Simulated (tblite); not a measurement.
Compound: C₄H₁₃OPSi₂.
Cartesian coordinates in Å at the GFN2-xTB level; atoms count from 1:
```
atom  x, y, z in Å
C1    -3.4063    0.8460    0.0560
C2    -2.1714    0.1752    0.5873
O3    -1.9257    0.1072    1.7716
C4    -1.2205   -0.3605   -0.4304
P5     0.3985    0.5862   -0.2028
Si6    0.7385   -0.0123    1.9463
C7     1.5074   -0.6222   -1.0728
Si8    3.2827    0.0422   -1.2554
H9    -3.9715    0.1515   -0.5627
H10   -3.1036    1.6849   -0.5690
H11   -4.0272    1.2036    0.8733
H12   -1.0137   -1.4162   -0.2360
H13   -1.5851   -0.2355   -1.4518
H14    0.3004   -1.3761    2.2408
H15    2.2069   -0.0115    2.0733
H16    0.2153    1.0295    2.8152
H17    1.0867   -0.7712   -2.0709
H18    1.4943   -1.5860   -0.5596
H19    3.9130    0.2049    0.0532
H20    3.2426    1.3212   -1.9631
H21    4.0297   -0.9440   -2.0431
```

Calculated harmonic vibrations of the isolated species, GFN2-xTB (tblite), most abundant isotopes, no scaling. Against measured fundamentals such values can be off by several per cent, at times by over 20. Modes of hydrogen on silicon can be 10 to 20 % off. One conformer, not necessarily the lowest.

Harmonic wavenumbers (cm⁻¹): 39.6, 48.5, 67.8, 88.0, 111.2, 137.3, 148.6, 189.7, 201.0, 224.3, 285.4, 378.4, 443.2, 499.0, 502.0, 519.5, 525.7, 535.1, 554.1, 684.7, 709.9, 724.5, 731.7, 767.2, 776.2, 783.5, 796.8, 812.5, 820.8, 848.2, 891.3, 955.7, 990.3, 1038.5, 1083.2, 1122.8, 1144.1, 1216.9, 1362.7, 1421.9, 1428.0, 1449.0, 1453.6, 1723.7, 2166.5, 2239.9, 2249.6, 2276.9, 2281.9, 2333.7, 2932.2, 2935.0, 2943.3, 2964.6, 3016.6, 3025.3, 3053.6.

A = 2249, B = 623.9, C = 523.2 MHz; mass 164.024 u (most abundant isotopes); point group C1, symmetry number 1.

Problem. What is the zero-point energy?

Solution. ½Σν̃ = 32828 cm⁻¹ = 392.71 kJ/mol.

Problem. Give the ideal-gas entropy at 500 K and 1 bar in the rigid-rotor, harmonic-oscillator model (classical rotation).

Solution. Translation 183.21, rotation 133.90, vibration 293.78: S = 610.9 J/(mol K).

Problem. And Cp and H(500 K) − H(0)?

Solution. Cp = 291.27 J/(mol K), of which vibrations give 258.01 (their classical limit is 57 R = 473.9); H(500 K) − H(0) = 88.57 kJ/mol without the zero-point energy, 71.94 from vibrations.

Problem. How do the functions run with temperature in this model?

Solution. 
```tsv
T (K)	S (J/(mol K))	Cp (J/(mol K))	H − H(0) (kJ/mol)	G − H(0) (kJ/mol)	ln q(vib)
50	264.3	70.1	2.44	-10.78	0.99
100	323.2	101.4	6.78	-25.54	3.02
298.15	481.9	208.7	37.48	-106.19	10.77
373.15	532.6	243.8	54.48	-144.26	13.53
750	742.1	355.6	170.04	-386.57	26.23
1000	850.6	397.7	264.57	-586.06	33.58
```

q(vib) and H(0) count from the zero-point level.

Problem. What must be added to the electronic energy to get the Gibbs energy at 500 K and 1 bar?

Solution. ZPE + [H(500 K) − H(0)] − T·S = 392.71 + 88.57 − 305.44 = 175.84 kJ/mol.

Hindered rotation and anharmonicity are outside this model. Other conformers, if any are populated, would add a mixing term that is left out. The structure is chiral; the term R ln 2 for an equal mix with its mirror image is left out.
